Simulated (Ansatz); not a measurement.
```yaml
crystal:
  periodic: [false, false, false]
  atoms:
    - {symbol: O, position_ang: [-1.554089, -1.069291, 2.465383]}
    - {symbol: Si, position_ang: [-0.773974, -1.719742, 1.175130]}
    - {symbol: C, position_ang: [-0.020676, -0.423457, 0.129061]}
    - {symbol: C, position_ang: [0.466225, 0.438881, -0.573501]}
    - {symbol: Ge, position_ang: [1.241338, 1.787740, -1.668214]}
    - {symbol: H, position_ang: [-2.200043, -0.382202, 2.296119]}
    - {symbol: H, position_ang: [-1.693282, -2.499827, 0.307930]}
    - {symbol: H, position_ang: [0.281188, -2.591535, 1.732639]}
    - {symbol: H, position_ang: [0.461398, 1.857689, -2.985989]}
    - {symbol: H, position_ang: [2.705178, 1.419406, -1.932814]}
    - {symbol: H, position_ang: [1.152135, 3.125439, -0.925145]}
basis:
  gaussian: {orbitals: def2-mTZVP}
magnetization: {spin_polarized: true, initial_magnetization: 8}
hamiltonian: {xc: {name: r2SCAN}}
accuracy: high
```

```sh
$ ansatz run in.yaml --threads 4 --pin off --events-out ev --progress --plain --max-ram 10444MiB
```

Output, abridged:

```
Functional definition: r2SCAN
2734 factors; integrals over basis functions are off by at most 2.9e-8 eV
mean field evaluation 1: about -68554.0625 eV, gradient 7.3e1 eV
mean field evaluation 2: about -68281.9109 eV, gradient 1.5e2 eV
mean field evaluation 4: about -68547.9987 eV, gradient 7.4e1 eV
mean field evaluation 8: about -68575.9520 eV, gradient 4.1e1 eV
mean field evaluation 16: about -68586.9493 eV, gradient 1.3e-2 eV
mean field evaluation 64: about -68586.9727 eV, gradient 2.2e-8 eV
mean field -68586.97267811 eV, -2520.5247560006 hartree, gradient 2.2e-8 eV, S^2 20.038171; 19 other end points of the search recorded, 0 dependent functions left out
reference -68586.97268212 eV, -2520.5247561479 hartree; 40, 32 occupied and 98, 106 virtual orbitals, 2734 factors
Total energy: -68586.97268212 eV, -2520.5247561479 hartree
```

Q: What is wrong with this run?

A: The spin is set far too high for this molecule. Self-consistency was reached. The result belongs to that input, not to the molecule as meant.
